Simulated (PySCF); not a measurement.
# `C(=C=C(SC)C#N)C#N`, C$_{6}$H$_{4}$N$_{2}$S

Molfile (atoms numbered from 1):
```
C6H4N2S
     RDKit          3D

 13 12  0  0  0  0  0  0  0  0999 V2000
    2.1875   -0.1452    0.1993 C   0  0  0  0  0  0  0  0  0  0  0  0
    1.8246    1.6132    0.2992 S   0  0  0  0  0  0  0  0  0  0  0  0
    0.0936    1.5972   -0.0667 C   0  0  0  0  0  0  0  0  0  0  0  0
   -0.6087    0.5293   -0.3884 C   0  0  0  0  0  0  0  0  0  0  0  0
   -1.2947   -0.5489   -0.6982 C   0  0  0  0  0  0  0  0  0  0  0  0
   -1.9101   -1.3841    0.2868 C   0  0  0  0  0  0  0  0  0  0  0  0
   -2.4013   -2.0818    1.0713 N   0  0  0  0  0  0  0  0  0  0  0  0
   -0.5375    2.8808    0.0094 C   0  0  0  0  0  0  0  0  0  0  0  0
   -1.0280    3.9286    0.0715 N   0  0  0  0  0  0  0  0  0  0  0  0
    2.0115   -0.5321   -0.8143 H   0  0  0  0  0  0  0  0  0  0  0  0
    1.5936   -0.7123    0.9305 H   0  0  0  0  0  0  0  0  0  0  0  0
    3.2537   -0.2419    0.4440 H   0  0  0  0  0  0  0  0  0  0  0  0
   -1.4187   -0.8511   -1.7475 H   0  0  0  0  0  0  0  0  0  0  0  0
  1  2  1  0
  2  3  1  0
  3  4  2  0
  4  5  2  0
  5  6  1  0
  6  7  3  0
  3  8  1  0
  8  9  3  0
  1 10  1  0
  1 11  1  0
  1 12  1  0
  5 13  1  0
M  END
```

Method used: PySCF 2.14.0, TDDFT CAM-B3LYP/aug-cc-pVDZ circular dichroism and optical rotation, one conformer, gas phase. Geometry: PBE0-D3(BJ)/def2-SVP.

No stereocentre is labelled: unless the shape is locked (an allene, a helicene, a hindered biaryl), the mirror image is equally populated and a measured rotation or CD is zero.

Q: Draw the ECD and absorption spectra from the lowest 12 states, each a Gaussian of half-width 0.2 eV at 1/e height.

A: 
| E (eV) | λ (nm) | Δε (L mol⁻¹ cm⁻¹) | ε (L mol⁻¹ cm⁻¹) |
| --- | --- | --- | --- |
| 3.36 | 369 | 0.00 | 0.075 |
| 3.46 | 359 | -0.01 | 0.712 |
| 3.56 | 349 | -0.08 | 4.1 |
| 3.66 | 339 | -0.27 | 14.3 |
| 3.76 | 330 | -0.56 | 30.3 |
| 3.86 | 321 | -0.72 | 38.9 |
| 3.96 | 313 | -0.56 | 30.3 |
| 4.06 | 306 | -0.27 | 14.3 |
| 4.16 | 298 | -0.08 | 4.1 |
| 4.26 | 291 | -0.01 | 0.715 |
| 4.36 | 285 | 0.00 | 0.196 |
| 4.46 | 278 | 0.00 | 2.95 |
| 4.56 | 272 | +0.03 | 43.6 |
| 4.66 | 266 | +0.28 | 391 |
| 4.76 | 261 | +1.53 | 2130 |
| 4.86 | 255 | +5.07 | 7040 |
| 4.96 | 250 | +10.15 | 14100 |
| 5.06 | 245 | +12.32 | 17100 |
| 5.16 | 240 | +8.89 | 12600 |
| 5.26 | 236 | +2.97 | 5670 |
| 5.36 | 231 | -2.25 | 1600 |
| 5.46 | 227 | -5.45 | 394 |
| 5.56 | 223 | -4.30 | 268 |
| 5.66 | 219 | +1.07 | 654 |
| 5.76 | 215 | +8.46 | 3130 |
| 5.86 | 212 | +21.98 | 12000 |
| 5.96 | 208 | +42.38 | 28900 |
| 6.06 | 205 | +51.06 | 42900 |
| 6.16 | 201 | +35.18 | 39200 |
| 6.26 | 198 | +12.70 | 22600 |
| 6.36 | 195 | +0.15 | 10400 |
| 6.46 | 192 | -6.39 | 8810 |
| 6.56 | 189 | -9.46 | 11800 |
| 6.66 | 186 | -6.48 | 11500 |
| 6.76 | 184 | -0.81 | 7290 |

Δε uses R in velocity form, ε uses f in length form. Only the states computed contribute, so the short-wavelength end is incomplete.
